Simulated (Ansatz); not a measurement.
One change: `[AlH2][BH]O[SiH3]` becomes `O[BH][AlH2]`.

Ansatz, PBE0-D4/def2-TZVP geometries, multiplicity 1. Each molecule was computed in one conformer, which needn't be the lowest.

| property | `[AlH2][BH]O[SiH3]` |
| --- | --- |
| HOMO–LUMO gap (B3LYP/def2-TZVPP) / eV | 4.90 |
| size of the dipole moment (ωB97M-V/def2-TZVPP) / D | 1.57 |
| size of the dipole moment (PBE/def2-TZVPP) / D | 1.62 |
| LUMO energy (ωB97M-V/def2-TZVPP) / eV | 0.02 |
| HOMO energy (PBE/def2-TZVPP) / eV | -5.68 |
| HOMO energy (PBE0/def2-TZVPP) / eV | -6.86 |

Task: Give the same properties after the change, and the shifts. (An estimate is asked.)

Result: Ansatz gave: 
| property | `O[BH][AlH2]` | shift |
| --- | --- | --- |
| HOMO–LUMO gap (B3LYP/def2-TZVPP) / eV | 5.08 | 0.18 |
| size of the dipole moment (ωB97M-V/def2-TZVPP) / D | 2.15 | 0.58 |
| size of the dipole moment (PBE/def2-TZVPP) / D | 2.16 | 0.54 |
| LUMO energy (ωB97M-V/def2-TZVPP) / eV | 0.07 | 0.05 |
| HOMO energy (PBE/def2-TZVPP) / eV | -5.82 | -0.14 |
| HOMO energy (PBE0/def2-TZVPP) / eV | -7.00 | -0.14 |

The zero-point energy changes by -39.2 kJ/mol with -9 modes. Dipoles are sizes alone; their direction can turn.

B3LYP here is the variant with VWN-RPA as its local correlation; programs differ in this.
